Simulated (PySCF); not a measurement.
## Computed spin Hamiltonian

Species: C₆H₈F₂S (charge +1 and doublet state).
Geometry (GFN2-xTB, Å), atoms numbered from 1 in this order:
```
atom  x, y, z in Å
C1    -1.088    2.753   -0.214
C2    -0.747    1.431   -0.282
C3    -1.445    0.512   -1.216
C4     0.298    0.965    0.570
C5     0.806   -0.301    0.675
S6     0.307   -1.679   -0.208
C7     1.491   -2.924    0.542
F8     2.734   -2.504    0.325
F9     1.285   -2.960    1.856
H10   -1.869    3.162   -0.834
H11   -0.594    3.438    0.457
H12   -1.921   -0.305   -0.671
H13   -0.738    0.064   -1.918
H14   -2.207    1.039   -1.784
H15    0.750    1.706    1.219
H16    1.607   -0.475    1.382
H17    1.324   -3.911    0.090
```

The hyperfine couplings belong to this conformer and change with its torsions.

Identity: `C=C(C)/C=C\[S+]C(F)F` [radical] (charge +1).

Method used: UKS B3LYP, pcH-1 on C F H S, non-relativistic, mean-field spin-orbit, GIAO (PySCF 2.14.0). Isolated species at its GFN2-xTB geometry (one conformer only). A GFN2-xTB geometry isn't a minimum of the functional, and hyperfine couplings can be far from their values at a DFT geometry, by a factor of two or more for some ions and for spin on atoms past the first row. Stability of the SCF solution: not tested.

* g1, g2, g3: 2.00232, 2.00519, 2.01007
* g_iso: 2.00586
* Form of g: rhombic: the two nearest values differ by 37 % of g3 − g1
* ⟨S²⟩: 0.7663 (exact 0.7500)
* α and β electrons: 39, 38
* Total energy: -831.02901 Eh

Isotropic coupling and dipolar principal values T1 to T3, in 10⁻⁴ cm⁻¹; ρ(0) is the spin density at the nucleus (1 × 10⁻⁴ cm⁻¹ = 2.998 MHz):

```
atom  isotope  a_iso  of which spin–orbit     T1     T2    T3  Mulliken spin population  ρ(0) (bohr⁻³)
  C1      13C   11.7                  0.0  -12.3  -12.3  24.6                      0.47         0.0313
  C2      13C   -6.4                  0.0   -0.9   -0.2   1.1                     -0.05        -0.0171
  C3      13C   -0.1                  0.0   -0.3    0.0   0.3                      0.01        -0.0001
  C4      13C    3.4                  0.0   -5.6   -4.6  10.2                      0.18         0.0091
  C5      13C    1.0                  0.1   -5.0   -4.3   9.3                      0.13         0.0023
  S6      33S    4.2                 -0.1  -10.9  -10.2  21.1                      0.31         0.0373
  C7      13C   -1.5                  0.0   -0.1    0.0   0.1                     -0.01        -0.0040
  F8      19F    2.7                  0.0   -4.4   -3.6   8.0                      0.00         0.0020
  F9      19F    2.8                  0.0   -4.4   -3.6   8.0                      0.00         0.0020
 H10       1H  -10.1                  0.0   -5.8   -0.6   6.4                     -0.02        -0.0068
 H11       1H   -9.8                  0.0   -5.4   -0.8   6.2                     -0.02        -0.0066
 H12       1H    3.3                  0.0   -0.8    0.3   0.6                      0.00         0.0022
 H13       1H    3.3                  0.0   -0.8    0.3   0.6                      0.00         0.0022
 H14       1H   -0.4                  0.0   -0.7   -0.2   0.9                      0.00        -0.0003
 H15       1H   -4.3                  0.0   -1.7   -1.1   2.8                     -0.01        -0.0029
 H16       1H   -3.6                  0.0   -2.1   -1.0   3.0                     -0.01        -0.0024
 H17       1H   -0.5                  0.0   -0.7   -0.4   1.1                      0.00        -0.0003
```

The Mulliken spin populations are largest on C1 (+0.47), S6 (+0.31), C4 (+0.18) and C5 (+0.13). Three atoms exceed +0.15.

The SMILES `C=C(C)/C=C\[S+]C(F)F` draws the unpaired electron on S6, whose computed spin population is only +0.31.

Axes: g3 points within 1° of the C4–C5 bond.

Under fast tumbling the dipolar parts average out, and these isotropic splittings remain (the largest six): 1 × 1H (H10, I = 1/2, 2 lines) with 1.08 mT, 1 × 1H (H11, I = 1/2, 2 lines) with 1.05 mT, 1 × 1H (H15, I = 1/2, 2 lines) with 0.46 mT, 1 × 1H (H16, I = 1/2, 2 lines) with 0.38 mT, 2 × 19F (F8/F9, I = 1/2, 3 lines) with 0.29 mT and 3 × 1H (H12/H13/H14, I = 1/2, 4 lines) with 0.22 mT.

Means are taken over nuclei equivalent by connectivity, which assumes that they swap fast. The three 1H nuclei of mean +6.1 MHz run from -1.3 to 9.8 MHz in the frozen geometry.

The 13C coupling of C1 (35.2 MHz) shows only in satellite lines or after enrichment, since that isotope makes up about 1.07 % of natural carbon.

The 33S coupling of S6 (12.6 MHz) shows only in satellite lines or after enrichment, since that isotope makes up about 0.76 % of natural sulfur.

β density exceeds α density at some nuclei, such as C2 (-0.0171), H10 (-0.0068) and H11 (-0.0066), spin density in bohr⁻³. In a single determinant that takes different orbitals for the two spins, that is spin polarisation.
